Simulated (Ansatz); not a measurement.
Gas-phase electronic energies from Ansatz, PBE0-D4/def2-TZVP geometries. CCSD(T)/CBS is the MP2 limit (def2-TZVPP, def2-QZVPP) plus CCSD(T) − MP2 in def2-TZVPP, frozen cores. This one scheme is used for every species. Functionals use def2-TZVPP. def2 core potentials past Kr. For Sb outer-core shells are correlated without core-valence functions, which leaves a few kJ/mol of doubt a bond. Each species was taken in one conformer, which may not be the lowest.

Consider the cleavage of the Si–Sb bond: `N[SiH](O)[SbH2]` + HCl → `N[SiH](O)Cl` + `[SbH3]`.

CCSD(T)/CBS gives -85.0 kJ/mol.

(1) Another level gave -101.9 kJ/mol. Which?
A. PBE0-D4/def2-TZVPP
B. r2SCAN0/def2-TZVPP
C. B97M-V/def2-TZVPP
D. BLYP/def2-TZVPP

Largest T1 diagnostic among the species: 0.014.

Results:

(1) C. B97M-V -101.9, BLYP -88.6, PBE0-D4 -83.2, r2SCAN0 -93.7 kJ/mol.

Leaving LDA and LC-ωPBE aside and taking each functional with its dispersion term where it has one, the values, not all of them listed here, spread over 23.9 kJ/mol, from B97M-V to PBE-D4. In def2-TZVPP, CCSD(T) changes the Hartree–Fock value by +19.8 kJ/mol (the triples alone add +2.6 kJ/mol) and MP2 by +20.5 kJ/mol. The D4 term adds +4.9 kJ/mol with B3LYP and +3.1 kJ/mol with PBE0; it sums over pairs of atoms, weighted by their polarisabilities, and B3LYP, whose exchange is more repulsive, gets the larger term.

B3LYP here is the variant with VWN-RPA as its local correlation; programs differ in this.
